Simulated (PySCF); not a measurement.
# Radial density of Si (silicon, neutral)

M06-2X, [Ne] 3s2 3p1 3d1, one real determinant (an excited configuration). All numbers are calculated (PySCF 2.14, no relativity, point nucleus, in aug-cc-pV(D+d)Z (5s4p3d, 32 functions)).

```
r (bohr)  4πr²ρ (e/bohr)  4πr²(ρα − ρβ)
 0.00161         0.05510         0.0000
 0.00271          0.1516         0.0000
 0.00456          0.4063         0.0000
 0.00768           1.055         0.0001
  0.0129           2.577         0.0003
  0.0217           5.710         0.0007
  0.0365           10.71         0.0015
  0.0614           15.30         0.0037
   0.103           14.43         0.0121
   0.174           9.841         0.0389
   0.292           12.21         0.0747
   0.492           13.47         0.0451
   0.827           4.942         0.0200
    1.39           1.572         0.3139
    2.34           1.434         0.5850
    3.94          0.5129         0.4029
    6.62         0.05295         0.0519
```

⟨L²⟩ = 8.00 against 12 for a pure F term, so this real determinant mixes terms. The outer electron is Rydberg-like, and this basis confines it to a smaller radius and binds it less than a complete one would. At M06-2X the highest occupied level has a positive energy, so only the finite basis holds that electron; for this excited configuration the basis is too tight for the outer shell.
